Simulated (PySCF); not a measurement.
Frontier orbitals and the lowest excitations

Species: C8H5N.
Atom-mapped SMILES: `[CH2:1]=[CH:2][CH2:3][C:4]#[C:5][C:6]#[C:7][C:8]#[N:9]` (hydrogens: H10, H11 on C1; H12 on C2; H13, H14 on C3)

Computed, not measured: TDDFT wB97X-D/def2-SVPD, vertical, gas phase, core orbitals frozen in the response (PySCF). Geometry: GFN2-xTB, one conformer, isolated molecule. Torsions of this conformer, `[CH2:1]=[CH:2][CH2:3][C:4]#[C:5][C:6]#[C:7][C:8]#[N:9]`: C1–C2–C3–C4 -120°.

Kohn–Sham orbitals with the atoms that hold most of them (Löwdin shares over 4%, at most four atoms; ? is withheld):

| orbital | ε (eV) | atoms |
| --- | --- | --- |
| HOMO-3 | -12.01 | C5 18%, N9 18%, C8 14%, C6 14% |
| HOMO-2 | -10.31 | C1 36%, C2 36%, C3 7% |
| HOMO-1 | -9.51 | C4 20%, C7 19%, C5 18%, C6 15% |
| HOMO | -9.49 | C4 20%, C7 18%, C5 17%, C6 14% |
| LUMO | ? | C6 18%, C7 17%, C4 15%, N9 15% |
| LUMO+1 | -0.44 | C6 19%, C7 18%, N9 16%, C4 16% |
| LUMO+2 | 1.56 | C1 33%, C2 32%, H10 6%, H11 6% |

(1) What is the LUMO energy, and the HOMO–LUMO gap?

## Answers

(1) ε(LUMO) = -0.51 eV; the gap is 8.98 eV (0.3302 hartree).

**Question.** How does S1 compare with the orbital gap of 8.98 eV?

**Answer.** S1 is at 3.96 eV (f = 0.0000), 5.03 eV below the gap, made of HOMO-1→LUMO (59%), HOMO→LUMO+1 (31%). Without the coupling terms of the response equations the lowest excitation would equal the gap.

Next come S2 at 4.14 eV (f 0.0006), HOMO-1→LUMO+1 (38%), HOMO→LUMO (36%), HOMO-1→LUMO (12%); S3 at 4.15 eV (f 0.0004), HOMO→LUMO+1 (51%), HOMO-1→LUMO (24%), HOMO-1→LUMO+1 (12%); S4 at 6.28 eV (f 0.0058), HOMO-4→LUMO (32%), HOMO-3→LUMO+1 (21%), HOMO-3→LUMO (11%); S5 at 6.46 eV (f 0.587), HOMO-2→LUMO (36%), HOMO→LUMO (14%), HOMO-3→LUMO (14%).

Löwdin shares depend on the basis, the more so with diffuse functions.
